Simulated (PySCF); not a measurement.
dihydroxy(hydroxysilyl)silane (H6O3Si2), SMILES O[SiH2][SiH](O)O.

Coordinates come from a ωB97X-D3(BJ)/def2-SVP optimisation. One conformer was computed; it need not be the lowest.

These are TDA-M06-2X/def2-SVPD (PySCF) values and carry that method's errors.

Vertical excitations. Gas-phase values at a fixed geometry.

Computed excitation energies, oscillator strengths and character:
```tsv
state	energy (eV)	λ (nm)	f	main pairs
S1	6.23	199	0.019	HOMO→LUMO 88 %
S2	6.97	178	0.033	HOMO→LUMO+1 66 %, HOMO−1→LUMO 12 %
S3	7.03	176	0.007	HOMO−1→LUMO 78 %
S4	7.79	159	0.143	HOMO→LUMO+2 86 %
S5	7.91	157	0.047	HOMO→LUMO+3 71 %
S6	8.01	155	0.002	HOMO−2→LUMO 63 %, HOMO−3→LUMO+1 15 %
S7	8.16	152	0.029	HOMO−3→LUMO+1 44 %, HOMO−3→LUMO 15 %, HOMO−2→LUMO 11 %
S8	8.42	147	0.003	HOMO−3→LUMO 30 %, HOMO−2→LUMO+1 20 %, HOMO−3→LUMO+1 16 %, HOMO→LUMO+5 7 %
S9	8.50	146	0.037	HOMO−1→LUMO+2 33 %, HOMO→LUMO+5 31 %, HOMO−3→LUMO 5 %, HOMO−1→LUMO+3 5 %
S10	8.56	145	0.007	HOMO→LUMO+4 32 %, HOMO−1→LUMO+1 18 %, HOMO→LUMO+5 11 %, HOMO−2→LUMO+1 10 %
T1	5.67	218	0	HOMO→LUMO 81 %
T2	6.29	197	0	HOMO→LUMO+1 62 %, HOMO→LUMO+3 21 %
T3	6.72	185	0	HOMO−1→LUMO 87 %
T4	7.35	169	0	HOMO→LUMO+2 27 %, HOMO→LUMO+3 23 %, HOMO→LUMO+8 12 %, HOMO→LUMO+4 11 %
```
Triplets are in the Tamm–Dancoff approximation.
